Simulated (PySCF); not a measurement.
B3LYP has the VWN-RPA correlation part, as in Gaussian. Excitations are Tamm–Dancoff values on a coarser integration grid. The basis has no diffuse functions, so Rydberg states are missing or too high.

Cartesian coordinates (Å):
```xyz
7

N     -0.9964    -0.0443     0.0506
C      0.2670     0.2169     0.0759
O      1.1010    -0.6595    -0.3653
H     -1.6706     0.6290     0.3921
H     -1.3414    -0.9289    -0.3114
H      0.6085     1.1714     0.4688
H      2.0319    -0.3845    -0.3107
```
Charge +1, spin multiplicity 1.

### Question
Give the HOMO, hole reorganisation energy (four-point) and T1 excitation (TDA) at the level B3LYP-D3(BJ)/def2-TZVP (PySCF 2.14.0).

### Answer

```json
{
 "HOMO": "-15.62 eV",
 "hole reorganisation energy (four-point)": "76.0 kJ/mol",
 "T1 excitation (TDA)": "5.48 eV"
}
```
